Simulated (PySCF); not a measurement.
Match each property card to its molecule.

Structures:
1. `C([SiH2][SiH2]F)([SiH3])[SiH3]`
2. `CCCc1nsc(F)n1`
3. `O=CC1=CC=CC=C1O`
4. `B1NBNBN1`

Card P (geometry GFN2-xTB):
* Rotational constants A, B, C: 3.260, 1.504, 1.029 GHz
* Static isotropic polarisability (wB97X-D/def2-SVPD): 89.1 au
* Lowest singlet excitation (TDDFT wB97X-D/def2-SVPD): 4.18 eV (297 nm, f = 0.000)
* Point group: Cs
* Strongest line among the 8 lowest singlet transitions (TDDFT wB97X-D/def2-SVPD): S4 at 6.23 eV (199 nm, f = 0.414)
* Dipole moment (wB97X-D/def2-SVPD): 3.19 D
* HOMO energy (wB97X-D/def2-SVPD): -8.73 eV

Card Q (geometry PBE0-D3(BJ)/def2-SVP):
- Rotational constants A, B, C: 5.289, 5.283, 2.643 GHz
- Point group: D3h
- Isotropic shieldings of nuclei other than C and H, by class (GIAO PBE0/pcSseg-1): 73 (3 B), 120 (3 N) ppm
- HOMO energy (PBE0/pcSseg-1): -8.17 eV
- Dipole moment (PBE0/pcSseg-1): 0.00 D by symmetry (numerical residue 0.01 D)

Card R (geometry GFN2-xTB):
- Rotational constants A, B, C: 3.242, 0.740, 0.632 GHz
- Static isotropic polarisability (PBE0/def2-SVPD): 90.2 au
- Strongest line among the 6 lowest singlet transitions (TDDFT PBE0/def2-SVPD): S3 at 5.82 eV (213 nm, f = 0.107)
- HOMO energy (PBE0/def2-SVPD): -7.82 eV
- 13C chemical shifts (computed TMS as zero) by class (GIAO PBE0/pcSseg-1): 201.7 (1 C), 175.5 (1 C), 41.3 (1 C), 28.1 (1 C), 17.1 (1 C) ppm
- Isotropic shieldings of nuclei other than C and H, by class (GIAO PBE0/pcSseg-1): -31 (1 N), -29 (1 N), 245 (1 F), 166 (1 S) ppm
- Dipole moment (PBE0/def2-SVPD): 0.58 D

Card S (geometry GFN2-xTB):
- Rotational constants A, B, C: 1.686, 0.922, 0.789 GHz
- Static isotropic polarisability (CAM-B3LYP/def2-SVPD): 118.6 au
- HOMO energy (CAM-B3LYP/def2-SVPD): -9.86 eV
- Dipole moment (CAM-B3LYP/def2-SVPD): 1.91 D
- Strongest line among the 8 lowest singlet transitions (TDDFT CAM-B3LYP/def2-SVPD): S3 at 7.30 eV (170 nm, f = 0.061)
- 13C chemical shifts (computed TMS as zero) by class (GIAO PBE0/pcSseg-1): -21.6 (1 C) ppm

Each SMILES stands for a single optimised conformer of the isolated species, non-relativistic unless stated; the electronic structure was computed with PySCF and density fitting. NMR classes are plain means over equivalent atoms (diastereotopic ones count apart unless rotation or inversion swaps them), as if these changed places fast.

Q: Which card belongs to which structure?

A: P = 3, Q = 4, R = 2, S = 1. What ties each card to its structure:
- 1 (card S), CH11FSi4, monoisotopic mass 154.0 u, 6 heavy atoms: 1 C in 1 class; an asymmetric top with C = 0.789 GHz; polarisability 118.6 au for 82 electrons; dipole 1.91 D.
- 2 (card R), C5H7FN2S, monoisotopic mass 146.0 u, 9 heavy atoms: 5 C in 5 classes; the least shielded carbon (201.7 ppm) is an aromatic C–F carbon; an asymmetric top with C = 0.632 GHz, the lowest such constant on the cards; polarisability 90.2 au for 76 electrons; dipole 0.58 D.
- 3 (card P), C7H6O2, monoisotopic mass 122.0 u, 9 heavy atoms: point group Cs; an asymmetric top with C = 1.029 GHz; polarisability 89.1 au for 64 electrons; dipole 3.19 D.
- 4 (card Q), B3H6N3, monoisotopic mass 81.1 u, 6 heavy atoms: point group D3h; an oblate symmetric top (constants that symmetry makes equal differ by optimisation noise) with C = 2.643 GHz, the highest such constant on the cards; a dipole under 0.05 D.
